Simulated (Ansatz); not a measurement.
Isolated molecules relaxed with PBE0-D4/def2-TZVP in Ansatz; ΔE leaves out vibrations. CCSD(T)/CBS adds triple-zeta CCSD(T) − MP2 to the extrapolated MP2 energy (def2 sets, frozen cores). This one scheme is used for every species. Functionals use def2-TZVPP. B3LYP here is the variant with VWN-RPA as its local correlation; programs differ in this. For Se outer-core shells are correlated without core-valence functions, which leaves a few kJ/mol of doubt a bond. Scalar relativity is left out up to krypton. One conformer a species, not always the lowest.

`CS[SiH2][SeH]` + CH₃OH → `CO[SiH2]SC` + H₂Se  (ligand exchange at the Si–Se bond)

`CS[SiH2][SeH]`:

```xyz
10

C    -1.129    1.165    0.618
S    -1.582   -0.374   -0.231
Si    0.325   -1.274   -0.413
Se    1.776    0.032   -1.609
H    -2.028    1.779    0.655
H    -0.791    0.964    1.634
H    -0.355    1.693    0.061
H     0.974   -1.506    0.903
H     0.068   -2.554   -1.113
H     2.742    0.074   -0.505
```

CH₃OH:

Z-matrix (Å, degrees):
```
C
O 1 1.409
H 1 1.097 2 112.4
H 1 1.090 2 107.0 3 -118.5
H 1 1.097 2 112.4 3 123.0
H 2 0.959 1 108.5 3 -61.6
```

`CO[SiH2]SC`:

Z-matrix (Å, degrees):
```
C
O 1 1.411
H 1 1.091 2 108.1
H 1 1.095 2 111.3 3 119.6
H 1 1.096 2 111.3 3 -119.2
Si 2 1.640 1 123.0 3 -177.4
S 6 2.121 2 113.3 1 60.5
H 6 1.487 2 111.6 1 -56.7
H 6 1.481 2 104.2 1 -178.7
C 7 1.818 6 99.4 2 64.5
H 10 1.089 7 111.1 6 -61.5
H 10 1.089 7 106.9 6 179.6
H 10 1.090 7 110.8 6 60.9
```

H₂Se:

Z-matrix (Å, degrees):
```
Se
H 1 1.467
H 1 1.467 2 91.2
```

(1) Is it downhill or uphill in electronic energy at CCSD(T)/CBS, and by how much? (Best estimate.)

(2) What do these levels give: r2SCAN-D4, PBE0-D4, B3LYP-D4, ωB97X-V, B2PLYP, r2SCAN, PBE0, B3LYP, HF/def2-TZVPP, SCS-MP2/def2-TZVPP, HF/CBS(def2), CCSD/CBS(def2)? (An estimate is asked.)

Largest T1 diagnostic among the species: 0.011.

Answers

(1) Computed: Downhill: ΔE = -35.1 kJ/mol.

(2) The calculation gave: r2SCAN-D4 -36.6, PBE0-D4 -27.2, B3LYP-D4 -40.5, ωB97X-V -40.4, B2PLYP -41.8, r2SCAN -36.2, PBE0 -27.4, B3LYP -41.4, HF/def2-TZVPP -51.0, SCS-MP2/def2-TZVPP -42.2, HF/CBS(def2) -52.6, CCSD/CBS(def2) -36.9 kJ/mol.

In def2-TZVPP, CCSD(T) changes the Hartree–Fock value by +10.2 kJ/mol (the triples alone add +1.8 kJ/mol) and MP2 by +13.7 kJ/mol.
